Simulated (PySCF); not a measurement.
Delta-SCF ions had no search for a lower state. Excitations are Tamm–Dancoff values on a coarser integration grid. The basis has no diffuse functions, so Rydberg states are missing or too high.

Z-matrix (Å, degrees):
```
C
C 1 1.3299
H 2 1.0827 1 121.51
H 2 1.0833 3 116.56 1 179.48
C 1 1.4701 2 122.42 3 179.81
C 5 1.3236 1 128.64 2 52.02
H 6 1.0792 5 122.01 1 177.91
H 5 1.0863 6 114.81 7 1.37
Cl 6 1.7271 7 112.54 5 178.68
Si 1 1.8700 2 120.29 3 0.71
H 10 1.4777 1 109.03 2 3.22
H 10 1.4793 11 109.77 3 118.51
H 10 1.4812 11 109.74 12 118.32
```
Charge 0, multiplicity 1.

**Question.** Estimate the T1 excitation (TDA), HOMO, HOMO–LUMO gap, S1 excitation (TDA) and vertical ionisation energy (Delta-SCF) that PySCF with CAM-B3LYP-D3(BJ)/def2-TZVP returns for this input.

**Answer.** 
```yaml
T1 excitation (TDA): 3.59 eV
HOMO: -8.34 eV
HOMO–LUMO gap: 8.40 eV
S1 excitation (TDA): 5.62 eV
vertical ionisation energy (Delta-SCF): 9.06 eV
```
